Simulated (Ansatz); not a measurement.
A search over several starts for the lowest SCF solution of Hf3Si2 at the given spin, in a small basis.

```yaml
crystal:
  periodic: [false, false, false]
  atoms:
    - {symbol: Hf, position_ang: [-0.188219, -0.929731, 1.321857]}
    - {symbol: Hf, position_ang: [-0.718574, -0.419013, -1.398287]}
    - {symbol: Hf, position_ang: [0.906757, 1.348686, 0.076429]}
    - {symbol: Si, position_ang: [-1.625355, 1.063526, 0.516582]}
    - {symbol: Si, position_ang: [1.625391, -1.063477, -0.516580]}
basis:
  gaussian: {orbitals: def2-SVP, initial_orbitals: start.molden}
magnetization: {spin_polarized: true, initial_magnetization: 2}
hamiltonian: {xc: pbe0, dispersion: d4}
output: {orbitals: {seedname: orbitals}}
```

The file start.molden holds the orbitals of an earlier run on this structure, at another level or in another basis.

```sh
$ ansatz run in.yaml --threads 4 --pin off --events-out ev --progress --plain --max-ram 4787MiB
```

Shortened log:

```
Functional definition: PBE0
  name "PBE0"
  cite "Adamo & Barone, J. Chem. Phys. 110, 6158 (1999) doi:10.1063/1.478522"
  cite "Perdew, Burke & Ernzerhof, Phys. Rev. Lett. 77, 3865 (1996) doi:10.1103/PhysRevLett.77.3865"
  parent pbe
  parameter a = 0.25
  parameter kappa = 0.804
  parameter beta = 0.06672455060314922
  exchange = (1 - a)*pbe_x(kappa = kappa, mu = beta*pi^2/3) + a*exact_x
  correlation = pbe_c(beta = beta)
1304 factors; integrals over basis functions are off by at most 4.6e-4 eV
mean field evaluation 1: about -19658.1787 eV, gradient 4.4e0 eV
mean field evaluation 2: about -19658.3095 eV, gradient 2.0e-1 eV
mean field evaluation 4: about -19658.3760 eV, gradient 7.5e-3 eV
mean field evaluation 8: about -19647.2148 eV, gradient 4.5e1 eV
mean field evaluation 16: about -19658.3746 eV, gradient 1.3e-1 eV
mean field evaluation 32: about -19658.3760 eV, gradient 3.6e-5 eV
mean field -19658.37595685 eV, -722.4319914885 hartree, gradient 3.5e-5 eV, S^2 2.045079; 7 other end points of the search recorded, 0 dependent functions left out
reference -19658.37598659 eV, -722.4319925815 hartree; 33, 31 occupied and 99, 101 virtual orbitals, 1304 factors
Total energy: -19658.61338121 eV, -722.4407166727 hartree
```

Hardware: 4 threads of Arm Neoverse V2 on a shared host. Wall time 12 s.

In the def2 sets Hf takes a core potential; there is no spin–orbit coupling. The structure comes from a short search, and lower isomers may exist.
